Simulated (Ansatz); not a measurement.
Reaction (formal hydrolysis of a Ge–F bond): `[CH3][Ge]([CH3])([F])[F]` + H₂O → `[CH3][Ge]([CH3])([OH])[F]` + H–F

Program: Ansatz. Geometries: PBE0-D4/def2-TZVP. ΔE: electronic, gas phase. CCSD(T)/CBS is the MP2 limit (def2-TZVPP, def2-QZVPP) plus CCSD(T) − MP2 in def2-TZVPP, frozen cores. This one scheme is used for every species. For Ge outer-core shells are correlated without core-valence functions, which leaves a few kJ/mol of doubt a bond. Scalar relativity is left out up to krypton. Each species was taken in one conformer, which may not be the lowest.

| species | CCSD(T)/CBS(def2) energy (Eh) |
| --- | --- |
| `[CH3][Ge]([CH3])([F])[F]` | -2355.52488 |
| H₂O | -76.37941 |
| `[CH3][Ge]([CH3])([OH])[F]` | -2331.49638 |
| H–F | -100.39570 |

Q: Work out ΔE.

A: ΔE = (-2331.49638) + (-100.39570) − (-2355.52488) − (-76.37941) = 0.01221 Eh = +32.1 kJ/mol.

Largest T1 diagnostic among the species: 0.011.

In def2-TZVPP, CCSD(T) changes the Hartree–Fock value by −10.9 kJ/mol (the triples alone add −1.3 kJ/mol) and MP2 by −13.2 kJ/mol. Leaving LDA and LC-ωPBE aside and taking each functional with its dispersion term where it has one, the values, not all of them listed here, spread over 8.6 kJ/mol, from PBE-QIDH to B97M-V. LDA lies −5.4 kJ/mol from PBE without D4.
